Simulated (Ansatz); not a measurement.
Relaxation of CH₄ClFGe (8 atoms, charge 0, multiplicity 1), to a largest force component of 0.02 eV/Å in at most 40 steps.

The calculation used RHF/def2-SVP (Ansatz 0.2.0).

```xyz
8
Properties=species:S:1:pos:R:3
Ge 0.000 0.000 0.000
C 0.000 0.000 1.960
H -1.000 -0.309 2.330
H 0.768 -0.711 2.330
H 0.232 1.020 2.330
H 1.462 0.000 -0.516
Cl -1.046 1.812 -0.739
F -0.791 -1.371 -0.559
```

**Question.** Where does it end, and by what steps?

**Answer.** The forces met the threshold. After 9 steps the energy has fallen by 0.159 eV; H4 moved furthest, 0.24 Å.

| step | energy less start (eV) | largest force component (eV/Å) | accepted |
| --- | --- | --- | --- |
| 0 | 0.0000 | 1.942 | yes |
| 1 | -0.0866 | 0.729 | yes |
| 2 | -0.1486 | 0.174 | yes |
| 3 | -0.1533 | 0.064 | yes |
| 4 | -0.1566 | 0.054 | yes |
| 5 | -0.1579 | 0.052 | yes |
| 6 | -0.1581 | 0.116 | yes |
| 7 | -0.1587 | 0.021 | yes |
| 8 | -0.1588 | 0.026 | yes |
| 9 | -0.1588 | 0.004 | yes |

```xyz
8
Properties=species:S:1:pos:R:3
Ge 0.066 0.043 0.037
C -0.004 0.009 1.967
H -1.040 -0.083 2.293
H 0.564 -0.842 2.345
H 0.415 0.928 2.378
H 1.435 0.122 -0.618
Cl -1.139 1.662 -0.720
F -0.673 -1.399 -0.546
```

Whether the end is a true minimum wasn't checked by a vibrational analysis.

The run took 24 s on 1 thread of Arm Neoverse V2, with other jobs on the host, peak memory 0.2 GiB.
